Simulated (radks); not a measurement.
Species: Eu+. Configuration: [Xe] 4f6.5 6s1 6p0.5 (fractional occupations, a model configuration).

Method: Dirac Kohn-Sham, LDA (Slater exchange, Perdew-Wang correlation), spin-unpolarised, spherical densities, point nucleus; open shells fill j = l - 1/2 first; computed with a radial shooting solver on a logarithmic mesh with Libxc functionals.

Energy parts (eV):
total: -295094.35
kinetic: 320837.53
electron-nucleus: -723751.77
Hartree: 114224.49
exchange-correlation: -6404.60

Orbitals (lengths in bohr, moments of r in powers of bohr; r(max) is where P^2 peaks):
orbital  occ.  eigenvalue (eV)   r(max)      <r>      <r^2>   <1/r>  small-component weight
1s1/2       2        -48286.10  0.01421  0.02233  0.0006801   70.19                5.49e-02
2s1/2       2        -7935.323  0.08078  0.09465    0.01063   16.71                1.21e-02
2p1/2       2        -7531.442  0.06108  0.07910   0.007730   16.70                1.22e-02
2p3/2       4        -6884.182  0.06681  0.08583   0.008968   14.82                1.13e-02
3s1/2       2        -1754.244   0.2293   0.2495    0.07124   6.080                3.81e-03
3p1/2       2        -1579.502   0.2163   0.2390    0.06643   5.998                3.75e-03
3p3/2       4        -1447.635   0.2285   0.2519    0.07359   5.523                3.51e-03
3d3/2       4        -1144.238   0.1817   0.2237    0.05893   5.402                3.39e-03
3d5/2       6        -1115.519   0.1851   0.2277    0.06093   5.283                3.32e-03
4s1/2       2        -356.5451   0.5277   0.5661     0.3620   2.542                1.21e-03
4p1/2       2        -289.0635   0.5326   0.5789     0.3818   2.436                1.14e-03
4p3/2       4        -259.7589   0.5588   0.6085     0.4215   2.274                1.05e-03
4d3/2       4        -148.4752   0.5682   0.6476     0.4871   2.055                8.86e-04
4d5/2       6        -143.2113   0.5767   0.6581     0.5029   2.015                8.63e-04
5s1/2       2         -54.3587    1.226    1.368      2.106  0.9757                2.58e-04
5p1/2       2         -35.9113    1.338    1.536      2.679  0.8596                2.05e-04
5p3/2       4         -31.8974    1.415    1.631      3.022  0.8019                1.82e-04
4f5/2       6         -13.6636   0.5864   0.9161      1.118   1.455                4.88e-04
4f7/2     0.5         -13.0176   0.5916   0.9305      1.158   1.436                4.79e-04
6s1/2       1          -9.8348    3.247    3.672      15.13  0.3443                3.80e-05
6p1/2     0.5          -6.5391    3.951    4.475      22.50  0.2802                2.57e-05
6p3/2       0          -6.1271    4.166    4.693      24.70  0.2667                2.38e-05

The highest occupied level is 6p1/2 at -6.539 eV. The density falls to 0.001 e/bohr^3 at r = 4.83 bohr.
